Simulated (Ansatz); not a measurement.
`[OH][GeH2][B](O)Cl` and `OB(S)Cl` differ in one atom or group.

Ansatz, PBE0-D4/def2-TZVP geometries, multiplicity 1. Each molecule was computed in one conformer, which needn't be the lowest.

Scalar relativity is left out up to krypton.

```csv
property,`[OH][GeH2][B](O)Cl`
HOMO–LUMO gap (ωB97M-V/def2-TZVPP) / eV,11.17
LUMO energy (PBE0/def2-TZVPP) / eV,-1.16
zero-point energy (PBE0-D4/def2-TZVP) / kJ/mol,131.2
LUMO energy (PBE/def2-TZVPP) / eV,-2.08
size of the dipole moment (B3LYP/def2-TZVPP) / D,3.03
HOMO–LUMO gap (PBE/def2-TZVPP) / eV,4.45
```

**Question.** Give the same properties after the change, and the shifts. (Best estimate.)

**Answer.** Computed: 
```tsv
property	`OB(S)Cl`	shift
HOMO–LUMO gap (ωB97M-V/def2-TZVPP) / eV	12.14	0.97
LUMO energy (PBE0/def2-TZVPP) / eV	-0.06	1.10
zero-point energy (PBE0-D4/def2-TZVP) / kJ/mol	79.5	-51.7
LUMO energy (PBE/def2-TZVPP) / eV	-1.03	1.05
size of the dipole moment (B3LYP/def2-TZVPP) / D	1.59	-1.44
HOMO–LUMO gap (PBE/def2-TZVPP) / eV	5.66	1.21
```

With PBE0 the HOMO rises by 0.12 eV and the LUMO rises by 1.10 eV, so the gap widens by about 0.98 eV. PBE moves the HOMO by -0.15 eV and ωB97M-V by 0.18 eV. The zero-point energy changes by -51.7 kJ/mol with -9 modes. Dipoles are sizes alone; their direction can turn.

Positive LUMOs are unbound, so they and the gaps depend on the basis.

B3LYP here is the variant with VWN-RPA as its local correlation; programs differ in this.
